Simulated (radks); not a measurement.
Values are calculated unless marked as measured or tabulated.
Q: Dipole-allowed excitations along the series with 47 electrons in [Kr] 4d10 5s1. Level of theory: scalar-relativistic Kohn-Sham, LB94 model potential, spin-polarised, spherical densities, finite nucleus; open shells are filled with parallel spins first (spin-orbit coupling, left out, can overturn this in heavy ions); Fermi nuclear charge, rms radius of each element as measured or else 0.836 A^(1/3) + 0.57 fm (a radial shooting solver on a logarithmic mesh with Libxc functionals). Time-dependent linear response with the Hartree and adiabatic LDA kernel, continuum included through the Sternheimer equations, no spin-orbit coupling, so fine structure and intercombination lines are absent. Lines are the poles of the dipole polarisability below minus the highest occupied eigenvalue, found on a grid refined at the orbital gaps; the lowest seven at most are given, and weak or close lines can be missed. The first line takes the name of the lowest orbital gap if no other gap lies below it; otherwise a line is named after a gap within 0.6 % of it, if that gap stands alone.

species  -e(HOMO) (eV)  lowest orbital gap (eV)  first line (eV)      f  strongest line (eV)  its f  static alpha (bohr^3)
Sb4+            58.525             5s-5p 11.489   12.137 (5s-5p)  0.759  38.983 (unassigned)  0.879                  5.775
Te5+            74.546             5s-5p 13.157   13.887 (5s-5p)  0.762  48.249 (unassigned)  0.899                  4.411

Estimate the first line of I6+, its oscillator strength and the static polarisability.

A: 15.651 eV (5s-5p), f = 0.762, alpha = 3.467 bohr^3.
